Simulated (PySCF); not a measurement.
Isomers of C8H14, mass 110.110 u with the commonest isotopes. Computed with PBE0/pcSseg-1 in PySCF (dipole) on a GFN2-xTB geometry, gas phase. One conformer each, none proved a minimum here; rigid rotors.

Question: Order these by rotational constant C, largest first.
A. `[CH2:1]=[C:2]=[C:3]([CH2:4][CH3:5])[CH2:6][CH2:7][CH3:8]` with C2–C3–C4–C5 -7°, C2–C3–C6–C7 -8°, C3–C6–C7–C8 180°
B. `[CH2:1]1[CH2:2][C@H:3]2[CH2:4][CH2:5][CH2:6][C@H:7]2[CH2:8]1` with C8–C1–C2–C3 -39°, C1–C2–C3–C4 -91°, C2–C3–C4–C5 140°, C3–C4–C5–C6 -40°
C. `[CH2:1]=[C:2]([CH2:3][CH2:4][CH3:5])[CH:6]1[CH2:7][CH2:8]1` with C1–C2–C3–C4 114°, C2–C3–C4–C5 -178°, C1–C2–C6–C7 42°

Answer: B (1541 MHz), C (957.4 MHz), A (852.7 MHz).

Question: Order these by radius of gyration √(Σ m r²/M), largest first.
A. `[CH2:1]=[C:2]=[C:3]([CH2:4][CH3:5])[CH2:6][CH2:7][CH3:8]` with C2–C3–C4–C5 -7°, C2–C3–C6–C7 -8°, C3–C6–C7–C8 180°
B. `[CH2:1]1[CH2:2][C@H:3]2[CH2:4][CH2:5][CH2:6][C@H:7]2[CH2:8]1` with C8–C1–C2–C3 -39°, C1–C2–C3–C4 -91°, C2–C3–C4–C5 140°, C3–C4–C5–C6 -40°
C. `[CH2:1]=[C:2]([CH2:3][CH2:4][CH3:5])[CH:6]1[CH2:7][CH2:8]1` with C1–C2–C3–C4 114°, C2–C3–C4–C5 -178°, C1–C2–C6–C7 42°

Answer: A (2.339 Å), C (2.243 Å), B (1.816 Å).

Question: Order these by out-of-plane moment Σ m c² = (Ia + Ib − Ic)/2, smallest first.
A. `[CH2:1]=[C:2]=[C:3]([CH2:4][CH3:5])[CH2:6][CH2:7][CH3:8]` with C2–C3–C4–C5 -7°, C2–C3–C6–C7 -8°, C3–C6–C7–C8 180°
B. `[CH2:1]=[C:2]([CH2:3][CH2:4][CH3:5])[CH:6]1[CH2:7][CH2:8]1` with C1–C2–C3–C4 114°, C2–C3–C4–C5 -178°, C1–C2–C6–C7 42°
C. `[CH2:1]1[CH2:2][C@H:3]2[CH2:4][CH2:5][CH2:6][C@H:7]2[CH2:8]1` with C8–C1–C2–C3 -39°, C1–C2–C3–C4 -91°, C2–C3–C4–C5 140°, C3–C4–C5–C6 -40°

Answer: A (9.75 u·Å²), B (26.00 u·Å²), C (35.00 u·Å²).

| SMILES | point group | Ia (u·Å²) | Ib (u·Å²) | Ic (u·Å²) | κ | μa (D) | μb (D) | μc (D) |
| --- | --- | --- | --- | --- | --- | --- | --- | --- |
| C=C=C(CC)CCC | near Cs | 156.11 | 456.04 | 592.66 | -0.79 | 0.10 | 0.44 | 0.00 |
| C=C(CCC)C1CC1 | C1 | 142.10 | 437.76 | 527.86 | -0.85 | 0.17 | 0.43 | 0.09 |
| C1C[C@H]2CCC[C@H]2C1 | Cs | 145.75 | 252.26 | 328.02 | -0.52 | 0.01 | 0.00 | 0.09 |
